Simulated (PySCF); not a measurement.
How methods differ on the ionisation energy of Au⁵⁴⁺

Au⁵⁴⁺ [Ar] 3d7 (4F) → Au⁵⁵⁺ [Ar] 3d6 (5D), as a difference of total energies. Calculation: PySCF 2.14, in an uncontracted even-tempered set (17 s from 13 bohr⁻², ratio 2.5; 13 p from 17 bohr⁻², ratio 2.5; 7 d from 17 bohr⁻², ratio 2.5; 4 f from 69 bohr⁻², ratio 2.7; 3 g from 100 bohr⁻², ratio 2.7); the spin-free X2C one-electron Hamiltonian (Gaussian nucleus). Correlated levels: outer shells: [Ne] frozen; virtual orbitals above 40 to 60 times the deepest correlated orbital energy dropped. The calculations carry no spin-orbit coupling.

```
                method  ionisation energy (eV)
                   UHF                  5336.9
                   LDA                  5335.7
                   PBE                  5337.2
                  PBE0                  5337.7
                r2SCAN                  5339.4
                 M06-L                  5338.9
                M06-2X                  5336.9
    MP2 (outer shells)                  5338.1
SCS-MP2 (outer shells)                  5338.3
```

Spin-orbit coupling is strong in these open shells (close to jj coupling). The scalar numbers leave it out and a first-order estimate fails, so it can dominate the gap to the real levels.

Breit and QED terms and the two-electron picture change are absent.

For comparison: 5307 ± 5 eV (theoretical estimate listed by NIST; NIST Atomic Spectra Database, ionization energies).
